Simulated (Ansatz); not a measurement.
The cluster In2As3. Charge 0, multiplicity 2. Geometry r2SCAN-D4/def2-SVP.

```tsv
atom	x (Å)	y (Å)	z (Å)
In1	-0.2727	0.7818	2.0089
In2	1.4817	1.2803	-0.2592
As3	0.2744	-0.6463	-1.7520
As4	-1.5639	0.1527	-0.4452
As5	0.0805	-1.5685	0.4475
```

In the def2 sets In takes a core potential; there is no spin–orbit coupling. At HF/def2-TZVP the charge 0 doublet is spin-contaminated (final ⟨S²⟩ up to 0.89, 0.75 for a pure state). Another isomer (doublet) lies 0.35 eV lower at PBE0-D4/def2-TZVP; other spin states weren't run for this one.

Q: Estimate the α-spin orbital energies around the gap (eV) in Ansatz with HF/def2-TZVP, PBE-D4/def2-TZVP, r2SCAN-D4/def2-TZVP, PBE0-D4/def2-TZVP, r2SCAN0-D4/def2-TZVP.

A: 
```json
{"orbital": "HOMO−9", "HF/def2-TZVP": "-18.66", "PBE-D4/def2-TZVP": "-12.94", "r2SCAN-D4/def2-TZVP": "-13.49", "PBE0-D4/def2-TZVP": "-14.59", "r2SCAN0-D4/def2-TZVP": "-14.98"}
{"orbital": "HOMO−8", "HF/def2-TZVP": "-18.25", "PBE-D4/def2-TZVP": "-12.84", "r2SCAN-D4/def2-TZVP": "-13.35", "PBE0-D4/def2-TZVP": "-14.43", "r2SCAN0-D4/def2-TZVP": "-14.78"}
{"orbital": "HOMO−7", "HF/def2-TZVP": "-14.35", "PBE-D4/def2-TZVP": "-10.11", "r2SCAN-D4/def2-TZVP": "-10.52", "PBE0-D4/def2-TZVP": "-11.44", "r2SCAN0-D4/def2-TZVP": "-11.73"}
{"orbital": "HOMO−6", "HF/def2-TZVP": "-11.35", "PBE-D4/def2-TZVP": "-7.97", "r2SCAN-D4/def2-TZVP": "-8.28", "PBE0-D4/def2-TZVP": "-9.02", "r2SCAN0-D4/def2-TZVP": "-9.26"}
{"orbital": "HOMO−5", "HF/def2-TZVP": "-10.20", "PBE-D4/def2-TZVP": "-7.28", "r2SCAN-D4/def2-TZVP": "-7.59", "PBE0-D4/def2-TZVP": "-8.23", "r2SCAN0-D4/def2-TZVP": "-8.45"}
{"orbital": "HOMO−4", "HF/def2-TZVP": "-9.54", "PBE-D4/def2-TZVP": "-6.66", "r2SCAN-D4/def2-TZVP": "-6.95", "PBE0-D4/def2-TZVP": "-7.60", "r2SCAN0-D4/def2-TZVP": "-7.79"}
{"orbital": "HOMO−3", "HF/def2-TZVP": "-9.01", "PBE-D4/def2-TZVP": "-6.31", "r2SCAN-D4/def2-TZVP": "-6.61", "PBE0-D4/def2-TZVP": "-7.20", "r2SCAN0-D4/def2-TZVP": "-7.41"}
{"orbital": "HOMO−2", "HF/def2-TZVP": "-8.47", "PBE-D4/def2-TZVP": "-6.04", "r2SCAN-D4/def2-TZVP": "-6.30", "PBE0-D4/def2-TZVP": "-6.86", "r2SCAN0-D4/def2-TZVP": "-7.04"}
{"orbital": "HOMO−1", "HF/def2-TZVP": "-7.46", "PBE-D4/def2-TZVP": "-4.90", "r2SCAN-D4/def2-TZVP": "-5.12", "PBE0-D4/def2-TZVP": "-5.69", "r2SCAN0-D4/def2-TZVP": "-5.85"}
{"orbital": "HOMO", "HF/def2-TZVP": "-7.40", "PBE-D4/def2-TZVP": "-4.62", "r2SCAN-D4/def2-TZVP": "-4.95", "PBE0-D4/def2-TZVP": "-5.46", "r2SCAN0-D4/def2-TZVP": "-5.71"}
{"orbital": "LUMO", "HF/def2-TZVP": "0.06", "PBE-D4/def2-TZVP": "-2.87", "r2SCAN-D4/def2-TZVP": "-2.87", "PBE0-D4/def2-TZVP": "-2.35", "r2SCAN0-D4/def2-TZVP": "-2.35"}
{"orbital": "LUMO+1", "HF/def2-TZVP": "0.77", "PBE-D4/def2-TZVP": "-2.16", "r2SCAN-D4/def2-TZVP": "-2.13", "PBE0-D4/def2-TZVP": "-1.50", "r2SCAN0-D4/def2-TZVP": "-1.50"}
{"orbital": "LUMO+2", "HF/def2-TZVP": "1.12", "PBE-D4/def2-TZVP": "-2.02", "r2SCAN-D4/def2-TZVP": "-1.89", "PBE0-D4/def2-TZVP": "-1.42", "r2SCAN0-D4/def2-TZVP": "-1.35"}
{"orbital": "LUMO+3", "HF/def2-TZVP": "1.27", "PBE-D4/def2-TZVP": "-1.56", "r2SCAN-D4/def2-TZVP": "-1.33", "PBE0-D4/def2-TZVP": "-0.92", "r2SCAN0-D4/def2-TZVP": "-0.77"}
{"orbital": "LUMO+4", "HF/def2-TZVP": "1.72", "PBE-D4/def2-TZVP": "-1.31", "r2SCAN-D4/def2-TZVP": "-1.14", "PBE0-D4/def2-TZVP": "-0.59", "r2SCAN0-D4/def2-TZVP": "-0.49"}
{"orbital": "LUMO+5", "HF/def2-TZVP": "2.06", "PBE-D4/def2-TZVP": "-1.00", "r2SCAN-D4/def2-TZVP": "-0.73", "PBE0-D4/def2-TZVP": "-0.37", "r2SCAN0-D4/def2-TZVP": "-0.19"}
{"orbital": "β HOMO", "HF/def2-TZVP": "-6.83", "PBE-D4/def2-TZVP": "-4.78", "r2SCAN-D4/def2-TZVP": "-4.98", "PBE0-D4/def2-TZVP": "-5.50", "r2SCAN0-D4/def2-TZVP": "-5.65"}
{"orbital": "β LUMO", "HF/def2-TZVP": "-0.71", "PBE-D4/def2-TZVP": "-4.09", "r2SCAN-D4/def2-TZVP": "-4.03", "PBE0-D4/def2-TZVP": "-3.50", "r2SCAN0-D4/def2-TZVP": "-3.44"}
```
